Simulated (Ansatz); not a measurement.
A run for Ansatz (a quantum-chemistry and plane-wave program): U-B3LYP/def2-TZVPP on SH (SMILES [SH+]), 2S+1 = 3, a spin state set in the input, which need not be the lowest, at the other state's geometry. Charge +1.

Ansatz 0.2 input:
```yaml
crystal:
  periodic: [false, false, false]
  atoms:
    - {symbol: S, position_ang: [-0.00000000, -0.00000000, -0.08067466]}
    - {symbol: H, position_ang: [0.00000000, 0.00000000, 1.29079460]}
basis:
  gaussian:
    orbitals: def2-TZVPP
hamiltonian:
  xc: {name: B3LYP}
total_charge: 1
magnetization: {spin_polarized: true, initial_magnetization: 2}
```

Output:

```
WARN ansatz: RAYON_NUM_THREADS=2 ignored (pool sized by the plan → 2); use --threads N
Functional definition: B3LYP
integrals: 0.01 GiB planned
355 factors; their error is unknown
mean field: 0.13 GiB planned
mean field evaluation 1: about -10840.1512 eV, gradient 1.2e1 eV
mean field evaluation 2: about -10840.6111 eV, gradient 7.4e0 eV
mean field evaluation 4: about -10840.7595 eV, gradient 2.4e-1 eV
mean field evaluation 8: about -10840.7662 eV, gradient 1.3e-3 eV
mean field -10840.76621077 eV, -398.3908101104 hartree, gradient 2.0e-5 eV, S^2 2.005850; 0 other end points of the search recorded, 0 dependent functions left out
reference -10840.76635907 eV, -398.3908155606 hartree; 9, 7 occupied and 47, 49 virtual orbitals, 355 factors
Total energy: -10840.76635907 eV, -398.3908155606 hartree
```

The run converged.

Cost: roughly 0.3 core-seconds.
